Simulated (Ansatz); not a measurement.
Ansatz (a program for electronic structure) input (PBE/def2-TZVPD):

Ansatz 0.2 input:
```yaml
crystal:
  periodic: [false, false, false]
  atoms:
    - {symbol: In, position_ang: [0.00000000, 0.00000000, 0.00000000]}
    - {symbol: Br, position_ang: [0.00000000, 0.00000000, 2.36845088]}
    - {symbol: Br, position_ang: [-0.00000000, -0.00000000, -2.36845088]}
basis:
  gaussian:
    orbitals: def2-TZVPD
hamiltonian:
  xc: {name: PBE}
total_charge: 1
output: {forces: true}
```

End of the output:

```
1271 factors; their error is unknown
mean field: 0.67 GiB planned
mean field evaluation 1: about -145236.5784 eV, gradient 3.6e1 eV
mean field evaluation 2: about -145220.0921 eV, gradient 8.5e1 eV
mean field evaluation 4: about -145240.4420 eV, gradient 5.1e0 eV
mean field evaluation 8: about -145240.5130 eV, gradient 2.4e-2 eV
mean field evaluation 16: about -145240.5045 eV, gradient 2.7e-6 eV
mean field -145240.50453516 eV, -5337.4900941173 hartree, gradient 2.4e-6 eV, S^2 0.000000; 0 other end points of the search recorded, 0 dependent functions left out
the calculation of the forces begins
reference -145240.50457540 eV, -5337.4900955961 hartree; 45, 45 occupied and 125, 125 virtual orbitals, 1271 factors
Total energy: -145240.50457540 eV, -5337.4900955961 hartree
Atom 0 at     0.000000     0.000000     0.000000 Å, force    -0.000000     0.000000     0.000000 eV/Å
Atom 1 at     0.000000     0.000000     2.368451 Å, force     0.000000    -0.000000    -0.007861 eV/Å
Atom 2 at    -0.000000    -0.000000    -2.368451 Å, force     0.000000     0.000000     0.007861 eV/Å
Dipole moment:     0.000000    -0.000000     0.000000 e Å
```
